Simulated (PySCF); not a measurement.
**C₆ coefficients of unlike pairs at PBE0**

Calculated with PySCF 2.14 from the dipole response of each species, C₆(A,B) = (3/π) ∫ α_A(iu) α_B(iu) du, in atomic units, from isotropic polarisabilities. For ions this is the dispersion term alone; charge-induced terms of lower order in 1/R come first.

```tsv
species	configuration	basis	relativity	α (bohr³)	C₆ (like pair)
Rb⁺	[Kr] (1S)	x2c-QZVPPall with one added diffuse shell each of s, p, d, f, g type (14s9p8d4f3g)	spin-free X2C	9.218	55.05
Ag²⁺	[Kr] 4d9 (2D)	aug-cc-pwCVTZ-PP with ECP28MDF (8s8p7d4f3g)	core potential	5.975	30.82
Tc⁺	[Kr] 4d5 5s1 (7S)	aug-cc-pV5Z-PP with ECP28MDF (8s8p7d5f4g3h2i)	core potential	35.78	265.4
Ta	[Xe] 4f14 5d3 6s2 (4F)	aug-cc-pwCVQZ-PP with ECP60MDF (9s9p8d5f4g3h)	core potential	86.87	1126
```

(1) Estimate C₆ for Tc⁺ with Ag²⁺.

No spin-orbit coupling is included.

The other pairs:

```
     pair     C₆
Ag²⁺, Rb⁺  40.49
  Ta, Rb⁺  207.7
 Tc⁺, Rb⁺  110.8
 Ta, Ag²⁺  142.7
  Ta, Tc⁺  538.2
```

## Answers

(1) The integral gives 77.98. The combination rule 2 C_A C_B / (C_A α_B/α_A + C_B α_A/α_B) gives 71.48 and the geometric mean 90.45.
